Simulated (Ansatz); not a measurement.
Geometry optimisation, Ansatz, RKS PBE/def2-SVP.

Input:

```yaml
crystal:
  periodic: [false, false, false]
  atoms:
    - { symbol: Ti, position_ang: [-0.068883, -0.128992, 0.010582] }
    - { symbol: O, position_ang: [-0.190838, -0.065497, 1.877385] }
    - { symbol: Si, position_ang: [-1.323513, -0.465498, 3.075555] }
    - { symbol: H, position_ang: [-2.404938, -1.31899, 2.468671] }
    - { symbol: H, position_ang: [-0.616293, -1.219641, 4.165651] }
    - { symbol: H, position_ang: [-1.916245, 0.80061, 3.623865] }
    - { symbol: Cl, position_ang: [1.979805, -0.453777, -0.713252] }
    - { symbol: F, position_ang: [-0.887837, 1.195953, -0.765438] }
    - { symbol: F, position_ang: [-0.997134, -1.541394, -0.399163] }
    - { symbol: F, position_ang: [1.283902, 2.284905, 1.22068] }
    - { symbol: H, position_ang: [1.099374, 1.720522, 1.937663] }
basis:
  gaussian: { orbitals: def2-SVP }
hamiltonian:
  xc: pbe
relax:
  f_tol: 0.03
  max_steps: 50
```

Launched with:

```bash
$ ansatz run input.yaml --threads 4 --pin off --max-ram 5120MiB --backend cpu --events-out ev --progress --plain --runs-dir out
```

Problem. Where does it end, and by what steps?

Solution. It converged. After 10 steps the energy has fallen by 0.240 eV; H11 moved furthest, 0.45 Å. Joined: Ti1–F10, Ti1–H11.

```csv
step,energy less start (eV),largest force component (eV/Å),accepted
0,0.0000,1.555,yes
1,-0.1218,0.562,yes
2,-0.1893,0.494,yes
3,-0.2110,0.449,yes
4,-0.2227,0.196,yes
5,-0.2307,0.076,yes
6,-0.2341,0.172,yes
7,-0.2366,0.158,yes
8,-0.2396,0.085,yes
9,-0.2401,0.051,yes
10,-0.2405,0.021,yes
```

```xyz
11
Properties=species:S:1:pos:R:3
Ti 0.010 0.088 0.077
O -0.345 0.262 1.879
Si -1.285 -0.463 3.104
H -2.263 -1.405 2.464
H -0.371 -1.201 4.039
H -2.004 0.628 3.843
Cl 1.995 -0.694 -0.480
F -0.617 1.337 -0.969
F -1.053 -1.249 -0.275
F 1.186 1.939 1.037
H 0.703 1.566 1.785
```

Run time: 29 s on 4 threads of Arm Neoverse V1, with other jobs on the host, peak memory 0.24 GiB.
